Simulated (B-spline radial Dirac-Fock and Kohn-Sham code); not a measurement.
**Kohn-Sham estimates against Dirac-Fock for the levels of Os⁷⁺**

System: the Os⁷⁺ ion, configuration 1s2 2s2 2p6 3s2 3p6 3d10 4s2 4p6 4d10 4f14 5s2 5p6 5d1.

The density-functional columns are spherical, spin-unpolarised Dirac-Kohn-Sham results without Breit or QED terms: −ε is minus the orbital energy of the initial state and ΔSCF the difference of two total energies. The reference in the last column comes from ΔSCF Dirac-Fock with Breit, self-energy and vacuum polarisation, finite nucleus, configuration average. All numbers are from a radial finite-basis atomic code, in eV; a selection of levels is shown. For the 1s level of heavy atoms much of the gap between ΔSCF and the reference is the Breit and QED part, -381.9 eV here; for other levels the error of the functional can be larger.

| level | PBE −ε | PBE ΔSCF | LDA −ε | LDA ΔSCF | Dirac-Fock |
| --- | --- | --- | --- | --- | --- |
| K (1s) | 73835.2 | 74416.5 | 73774.6 | 74354.0 | 73983.7 |
| L1 (2s) | 12933.2 | 13042.4 | 12924.3 | 13033.9 | 13091.3 |
| L2 (2p1/2) | 12389.5 | 12529.7 | 12385.5 | 12525.8 | 12502.9 |
| L3 (2p3/2) | 10858.4 | 10978.2 | 10856.0 | 10976.0 | 10988.9 |
| M1 (3s) | 3085.4 | 3119.6 | 3083.0 | 3117.3 | 3173.1 |
| M2 (3p1/2) | 2841.6 | 2878.2 | 2840.7 | 2877.4 | 2912.6 |
| M3 (3p3/2) | 2507.6 | 2540.9 | 2507.2 | 2540.6 | 2578.4 |
| M4 (3d3/2) | 2098.3 | 2137.9 | 2098.6 | 2138.2 | 2147.8 |
| M5 (3d5/2) | 2026.0 | 2064.4 | 2026.3 | 2064.7 | 2076.8 |
| N1 (4s) | 728.8 | 746.5 | 727.7 | 745.4 | 778.0 |
| N2 (4p1/2) | 626.4 | 643.9 | 625.9 | 643.5 | 668.2 |
| N3 (4p3/2) | 547.9 | 564.8 | 547.3 | 564.2 | 589.6 |
| N4 (4d3/2) | 379.6 | 396.2 | 379.6 | 396.2 | 409.2 |
| N5 (4d5/2) | 365.0 | 381.4 | 365.0 | 381.4 | 394.7 |
| N6 (4f5/2) | 151.7 | 167.2 | 152.1 | 167.6 | 164.8 |
| N7 (4f7/2) | 148.9 | 164.3 | 149.3 | 164.7 | 162.1 |
| O1 (5s) | 187.0 | 197.7 | 187.4 | 198.1 | 201.9 |
| O2 (5p1/2) | 154.3 | 164.4 | 154.7 | 164.9 | 163.3 |
| O3 (5p3/2) | 140.7 | 150.2 | 141.0 | 150.6 | 149.5 |
| O4,5 (5d) | 92.74 | 100.8 | 93.12 | 101.2 | 99.99 |

Question: Order the estimates of the K (1s) level by their distance from the Dirac-Fock value, nearest first.
A. LDA ΔSCF
B. PBE ΔSCF
C. PBE −ε
D. LDA −ε

Answer: C (148.5 eV), D (209.1 eV), A (370.3 eV), B (432.8 eV).

An eigenvalue near the reference for a deep level is a cancellation of errors: it lacks relaxation, carries self-interaction and omits Breit and QED terms.

Values without a named source are computed, but for edge energies of neutral atoms, which are taken from tables.
